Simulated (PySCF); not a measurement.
Structure problem from calculated spectra and properties.

Elements present: C, H and N. Monoisotopic mass: 123.1048 u.

| Quantity | Value |
| --- | --- |
| 13C NMR | chemical shifts (computed TMS as zero) by class: 173.6 (1 C), 54.2 (1 C), 39.6 (1 C), 35.1 (1 C), 31.8 (2 C), 15.4 (1 C), 13.1 (1 C) ppm [GIAO PBE0/pcSseg-1] |
| 1H NMR | chemical shifts (computed TMS as zero) by class: 3.96 (1 H), 2.99 (2 H), 2.69 (2 H), 2.42 (2 H), 2.25 (2 H), 1.93 (1 H), 1.88 (2 H), 1.85 (1 H) ppm [GIAO PBE0/pcSseg-1] |
| Dipole | 1.85 D [PBE0/pcSseg-1] |
| NMR, other nuclei | isotropic shieldings of nuclei other than C and H, by class: -119 (1 N) ppm [GIAO PBE0/pcSseg-1] |
| Rotational structure | rotational constants A, B, C: 4.931, 0.824, 0.772 GHz [GFN2-xTB] |

The electronic properties come from PySCF, for the isolated species, density fitting. Levels stand in brackets. One conformer (not necessarily the lowest) at the GFN2-xTB geometry, without solvent, vibrations or thermal averaging. NMR classes are plain means over equivalent atoms (diastereotopic ones count apart unless rotation or inversion swaps them), as if these changed places fast.

Q: Which formula fits the mass and the elements?

A: C8H13N (calculated 123.1048). No other formula that holds each of these elements comes within 0.0003 u with a fitting electron parity and a possible valence count.

Q: What is the compound? Reason from the data.

A: Numbering: `[CH2:1]1[CH2:2][C:3](=[N:4][CH:5]2[CH2:6][CH2:7][CH2:8]2)[CH2:9]1`. Its formula, C8H13N, gives 3 degrees of unsaturation: 2 rings and 1 π bond in the structure found. 8 carbons fall into 7 classes; from least to most shielded: imine carbon [C3] (173.6 ppm), ring sp3 carbon bound to nitrogen [C5] (54.2 ppm), four-membered-ring carbon [C2] (39.6 ppm), four-membered-ring carbon [C9] (35.1 ppm), four-membered-ring carbon [C6/C8] (31.8 ppm, 2 C, up to 2.6 ppm apart in this geometry), four-membered-ring carbon [C7] (15.4 ppm), four-membered-ring carbon [C1] (13.1 ppm). Hydrogen classes from least to most shielded: 1 H on an sp3 carbon bound to nitrogen, C5 (3.96 ppm), 2 H on a four-membered-ring carbon, C2 (2.99 ppm), 2 H on a four-membered-ring carbon, C9 (2.69 ppm), 2 H on 2 four-membered-ring carbons, C6/C8 (2.42 ppm), 2 H on 2 four-membered-ring carbons, C6/C8 (2.25 ppm, a mean of values up to 0.9 ppm apart in this geometry), 1 H on a four-membered-ring carbon, C7 (1.93 ppm), 2 H on a four-membered-ring carbon, C1 (1.88 ppm), 1 H on a four-membered-ring carbon, C7 (1.85 ppm). The other shieldings belong to: -119 ppm, imine nitrogen [N4]. The optimised geometry has point group C1 and is an asymmetric top. Structure: `C1(CCC1)N=C1CCC1`. Computed isomers that give other values at the same levels: `C=CC(=C)N1CCCC1` (13C chemical shifts (computed TMS as zero) by class: 157.0 (1 C), 145.1 (1 C), 121.2 (1 C), 81.6 (1 C), 51.4 (2 C), 29.9 (2 C) ppm); `C=NC1=CCCCCC1` (13C chemical shifts (computed TMS as zero) by class: 166.2 (1 C), 146.0 (1 C), 117.0 (1 C), 38.3 (1 C), 37.6 (1 C), 31.9 (1 C), 31.7 (1 C), 29.1 (1 C) ppm); `C=C(C)[C@H]1C=NCCC1` (13C chemical shifts (computed TMS as zero) by class: 169.3 (1 C), 156.1 (1 C), 120.0 (1 C), 53.0 (1 C), 52.6 (1 C), 27.9 (1 C), 25.7 (1 C), 21.3 (1 C) ppm). The assignments are read from this structure; whether some other isomer fits the data as well wasn't checked.

Shape of the structure used: `[CH2:1]1[CH2:2][C:3](=[N:4][CH:5]2[CH2:6][CH2:7][CH2:8]2)[CH2:9]1`: C3–N4–C5–C6 -172°.
